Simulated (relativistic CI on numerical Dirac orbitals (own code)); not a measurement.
**Hyperfine structure of I⁴³⁺, mass number 127**

Computed by Dirac-Coulomb-Breit CI, separate exchange-only KLI orbitals for each configuration, a model potential for QED, unscaled Slater integrals (own radial code, finite nucleus).

Configurations in the expansion (outside the closed core 1s2): 2s²2p⁶, 2s²2p⁵3s, 2s²2p⁵3p, 2s²2p⁵3d, 2s2p⁶3s, 2s2p⁶3p, 2s2p⁶3d, 2s²2p⁵4s, 2s²2p⁵4p, 2s²2p⁵4d, 2s²2p⁵4f, 2s2p⁶4s, 2s2p⁶4p, 2s²2p⁴3s², 2s2p⁶4d, 2s2p⁶4f. Levels of other configurations are missing.

Nuclear spin I = 5/2, μ = 2.8087 μN, Q = -0.688 b (tables of Stone and Pyykkö). The electronic factors are computed for point nuclear moments, without core polarisation or the Bohr-Weisskopf and QED corrections.

```json
{"Level": "2s²2p⁵3s ³P°2", "E (Ry)": "296.732", "A (GHz)": "653.3", "B (GHz)": "358"}
{"Level": "2s²2p⁵3s ¹P°1", "E (Ry)": "297.133", "A (GHz)": "-40.99", "B (GHz)": "172"}
{"Level": "2s²2p⁵3p ³D2", "E (Ry)": "303.546", "A (GHz)": "362.8", "B (GHz)": "357"}
{"Level": "2s²2p⁵3p ³D3", "E (Ry)": "309.292", "A (GHz)": "193.8", "B (GHz)": "261"}
{"Level": "2s²2p⁵3p ¹P1", "E (Ry)": "309.295", "A (GHz)": "200.3", "B (GHz)": "-94.1"}
{"Level": "2s²2p⁵3p ³P2", "E (Ry)": "309.890", "A (GHz)": "193.5", "B (GHz)": "1.81"}
{"Level": "2s²2p⁵3d ³P°1", "E (Ry)": "317.372", "A (GHz)": "140.3", "B (GHz)": "-115"}
{"Level": "2s²2p⁵3d ³F°3", "E (Ry)": "317.649", "A (GHz)": "174.4", "B (GHz)": "341"}
```

Levels with J = 0, under 50 % of one LS term, or S terms without an open s electron are left out. Small factors come from cancelling terms and can be off by tens of per cent or more.

At this charge energies of transitions that change n are usually good to better than 1 %, and those within a shell (Δn = 0) to a few per cent.

(1) Give the hyperfine levels of 2s²2p⁵3s ³P°2 relative to its centre of gravity.

## Answers

(1) With K = F(F + 1) − I(I + 1) − J(J + 1), E = AK/2 + B[¾K(K + 1) − I(I + 1)J(J + 1)]/[2I(2I − 1)J(2J − 1)]: F = 1/2: -4322, F = 3/2: -3503, F = 5/2: -2049, F = 7/2: 174.5, F = 9/2: 3356 GHz.

LS names give the leading component of a level, which can be under half, so a name can repeat, a term be missing and a line seem to break the LS rules.
